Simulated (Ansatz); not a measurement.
Ansatz (an electronic-structure program) input file for Te(H)(SH) (H2STe), SMILES [TeH]S, PBE-D3(BJ)/def2-TZVP. 

Ansatz 0.2 input:
```yaml
crystal:
  periodic: [false, false, false]
  atoms:
    - {symbol: Te, position_ang: [0.26610326, -0.32689640, 0.40148216]}
    - {symbol: H, position_ang: [0.28399499, -1.61988515, -0.62175160]}
    - {symbol: S, position_ang: [-0.75597116, 1.10760592, -1.21060977]}
    - {symbol: H, position_ang: [-2.02582594, 0.89680336, -0.88556459]}
basis:
  gaussian:
    orbitals: def2-TZVP
hamiltonian:
  xc: pbe
  dispersion: d3bj
relax: {f_tol: 0.002, max_steps: 200}
```

It prints:

```
WARN ansatz: RAYON_NUM_THREADS=1 ignored (pool sized by the plan → 1); use --threads N
Functional definition: PBE
integrals: 0.03 GiB planned
735 factors; their error is unknown
mean field: 0.22 GiB planned
mean field evaluation 1: about -18156.0865 eV, gradient 1.8e1 eV
mean field evaluation 2: about -18154.1428 eV, gradient 3.2e1 eV
mean field evaluation 4: about -18157.1101 eV, gradient 2.0e0 eV
mean field evaluation 8: about -18157.1173 eV, gradient 5.7e-2 eV
mean field evaluation 16: about -18156.9878 eV, gradient 3.4e-4 eV
mean field -18156.98780550 eV, -667.2569946038 hartree, gradient 4.3e-5 eV, S^2 0.000000; 0 other end points of the search recorded, 0 dependent functions left out
the calculation of the forces begins
reference -18156.98783647 eV, -667.2569957419 hartree; 21, 21 occupied and 78, 78 virtual orbitals, 735 factors
relax step   1: F+E_penalty+E_count = -18157.07150870 eV  Δ(F+E_penalty+E_count) = +0.000e0 eV  max|allowed force component| = 6.994e-1 eV/Å  Δτ_max = 0.0000 Å  (26 SCF iters, accepted)
these checks for a lower state are left out or cut short: starts, cluster_reference, orbital_swaps, neighbouring_geometries, increment
integrals: 0.03 GiB planned
735 factors; their error is unknown
mean field: 0.22 GiB planned
mean field -18156.96783647 eV, -667.2562607556 hartree, gradient 2.1e-5 eV, S^2 0.000000; 0 other end points of the search recorded, 0 dependent functions left out
the calculation of the forces begins
reference -18156.96786783 eV, -667.2562619077 hartree; 21, 21 occupied and 78, 78 virtual orbitals, 735 factors
relax step   2: F+E_penalty+E_count = -18157.05115156 eV  Δ(F+E_penalty+E_count) = +2.036e-2 eV  max|allowed force component| = 4.603e-1 eV/Å  Δτ_max = 0.1354 Å  (29 SCF iters, rejected (line search))
these checks for a lower state are left out or cut short: starts, cluster_reference, orbital_swaps, neighbouring_geometries, increment
integrals: 0.03 GiB planned
735 factors; their error is unknown
mean field: 0.22 GiB planned
mean field evaluation 32: about -18157.0116 eV, gradient 7.6e-6 eV
mean field -18157.01159212 eV, -667.2578687460 hartree, gradient 7.6e-6 eV, S^2 0.000000; 0 other end points of the search recorded, 0 dependent functions left out
the calculation of the forces begins
reference -18157.01162325 eV, -667.2578698900 hartree; 21, 21 occupied and 78, 78 virtual orbitals, 735 factors
relax step   3: F+E_penalty+E_count = -18157.09488045 eV  Δ(F+E_penalty+E_count) = -2.337e-2 eV  max|allowed force component| = 2.768e-1 eV/Å  Δτ_max = 0.0660 Å  (30 SCF iters, accepted)
these checks for a lower state are left out or cut short: starts, cluster_reference, orbital_swaps, neighbouring_geometries, increment
integrals: 0.03 GiB planned
735 factors; their error is unknown
mean field: 0.22 GiB planned
mean field -18157.01521959 eV, -667.2580020531 hartree, gradient 2.4e-5 eV, S^2 0.000000; 0 other end points of the search recorded, 0 dependent functions left out
the calculation of the forces begins
reference -18157.01525081 eV, -667.2580032005 hartree; 21, 21 occupied and 78, 78 virtual orbitals, 735 factors
relax step   4: F+E_penalty+E_count = -18157.09839769 eV  Δ(F+E_penalty+E_count) = -3.517e-3 eV  max|allowed force component| = 2.574e-2 eV/Å  Δτ_max = 0.0304 Å  (30 SCF iters, accepted)
these checks for a lower state are left out or cut short: starts, cluster_reference, orbital_swaps, neighbouring_geometries, increment
integrals: 0.03 GiB planned
735 factors; their error is unknown
mean field: 0.22 GiB planned
mean field -18157.01526600 eV, -667.2580037587 hartree, gradient 2.4e-5 eV, S^2 0.000000; 0 other end points of the search recorded, 0 dependent functions left out
the calculation of the forces begins
reference -18157.01529722 eV, -667.2580049059 hartree; 21, 21 occupied and 78, 78 virtual orbitals, 735 factors
relax step   5: F+E_penalty+E_count = -18157.09844249 eV  Δ(F+E_penalty+E_count) = -4.480e-5 eV  max|allowed force component| = 4.967e-3 eV/Å  Δτ_max = 0.0020 Å  (32 SCF iters, accepted)
these checks for a lower state are left out or cut short: starts, cluster_reference, orbital_swaps, neighbouring_geometries, increment
integrals: 0.03 GiB planned
735 factors; their error is unknown
mean field: 0.22 GiB planned
mean field -18157.01527252 eV, -667.2580039982 hartree, gradient 2.4e-5 eV, S^2 0.000000; 0 other end points of the search recorded, 0 dependent functions left out
the calculation of the forces begins
reference -18157.01530373 eV, -667.2580051452 hartree; 21, 21 occupied and 78, 78 virtual orbitals, 735 factors
relax step   6: F+E_penalty+E_count = -18157.09845087 eV  Δ(F+E_penalty+E_count) = -8.385e-6 eV  max|allowed force component| = 3.047e-3 eV/Å  Δτ_max = 0.0036 Å  (31 SCF iters, accepted)
these checks for a lower state are left out or cut short: starts, cluster_reference, orbital_swaps, neighbouring_geometries, increment
integrals: 0.03 GiB planned
735 factors; their error is unknown
mean field: 0.22 GiB planned
mean field -18157.01528017 eV, -667.2580042793 hartree, gradient 2.4e-5 eV, S^2 0.000000; 0 other end points of the search recorded, 0 dependent functions left out
the calculation of the forces begins
reference -18157.01531139 eV, -667.2580054264 hartree; 21, 21 occupied and 78, 78 virtual orbitals, 735 factors
relax step   7: F+E_penalty+E_count = -18157.09845377 eV  Δ(F+E_penalty+E_count) = -2.899e-6 eV  max|allowed force component| = 7.405e-4 eV/Å  Δτ_max = 0.0010 Å  (32 SCF iters, accepted)
integrals: 0.03 GiB planned
735 factors; their error is unknown
mean field: 0.22 GiB planned
mean field evaluation 64: about -18157.0153 eV, gradient 1.4e-4 eV
mean field -18157.01528017 eV, -667.2580042793 hartree, gradient 2.4e-5 eV, S^2 0.000000; 1 other end points of the search recorded, 0 dependent functions left out
the calculation of the forces begins
reference -18157.01531139 eV, -667.2580054264 hartree; 21, 21 occupied and 78, 78 virtual orbitals, 735 factors
Total energy: -18157.09848499 eV, -667.2610619998 hartree
Atom 0 at     0.262462    -0.319021     0.390466 Å, force    -0.000359     0.000740    -0.000292 eV/Å
Atom 1 at     0.303279    -1.671924    -0.609228 Å, force    -0.000052    -0.000184    -0.000223 eV/Å
Atom 2 at    -0.753642     1.154132    -1.212492 Å, force     0.000263    -0.000495     0.000495 eV/Å
Atom 3 at    -2.043798     0.894441    -0.885189 Å, force     0.000148    -0.000061     0.000020 eV/Å
Dipole moment:    -0.106602    -0.148652     0.122299 e Å
```

The calculation finished and met its thresholds.

Cost: about 12 core-seconds (a rough figure).
